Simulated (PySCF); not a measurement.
Input for PySCF: R-HF/STO-3G on BGeH5O (SMILES O[BH][GeH3]), a point of a torsion scan.

```python
from pyscf import gto, scf, dft, mp
from pyscf.data.elements import chemcore

mol = gto.M(
    atom='''
    O     1.76339513    0.74738335    0.31577059
    B     0.85963040   -0.21463626    0.27818837
    Ge    1.03803883   -1.86712569   -0.89652833
    H     2.54345305    0.66405336   -0.23810292
    H    -0.06665691   -0.04733357    0.97913043
    H     1.05105505   -3.19461715   -0.20403930
    H     2.30556547   -1.91399658   -1.71172525
    H    -0.01940920   -2.07553894   -1.93614350
    ''',
    basis='sto-3g',
    charge=0, spin=0, verbose=3, max_memory=1800)
mf = scf.RHF(mol)
mf.conv_tol = 1e-8
mf.max_cycle = 100
mf.kernel()
if not mf.converged:
    mf = mf.newton().run(mf.mo_coeff, mf.mo_occ)
```

**Question.** Give the final energy of this run.

**Answer.** -2152.9259 hartree.
